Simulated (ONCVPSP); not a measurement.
## Ranking ONCV potentials for nickel

All share these settings but for the change named:

nickel (Ni), optimised norm-conserving Vanderbilt (ONCV), made with ONCVPSP 4.0.1 (PBE, scalar-relativistic). Core [Ne], reference 3s2 3p6 3d8 4s2. Waves: 3s+4s: rc 1.10 bohr, ncon 3, nbas 7, qcut 12.9 1/bohr, 2 projectors; 3p: rc 1.10 bohr, ncon 4, nbas 9, qcut 9.8 1/bohr, 2 projectors, debl 0.7 Ha; 3d: rc 0.75 bohr, ncon 5, nbas 10, qcut 14 1/bohr, 2 projectors, debl 3.6 Ha. Local part: polynomial inside 0.70 bohr (lpopt 5, dvloc0 2 Ha). Core correction: none.

In the p channel the program set the typed energies aside and used -2.623, 0.250 Ha.

Test errors are all-electron minus pseudo excitation energies from the reference, over 3s2 3p6 3d8 4s1; 3s2 3p6 3d8 4s0; 3s2 3p6 3d7 4s0; 3s2 3p6 3d8.5 4s1.5. None of these files shows a bound ghost.

The base gives 2.9 meV.

Of 8 variants that were run, those that failed, showed a ghost or another fault, or gave nearly equal values are left out.

A variant can come out equal or close to the base, since the largest error may sit in a test that the change hardly touches while other tests move.

Problem. Rank these variants by their largest absolute test error, smallest first.
A. d: qcut 16.9
B. d: qcut 8.3
C. d: qcut 12.6

Solution. B (2.4 meV), C (2.8 meV), A (3.2 meV).
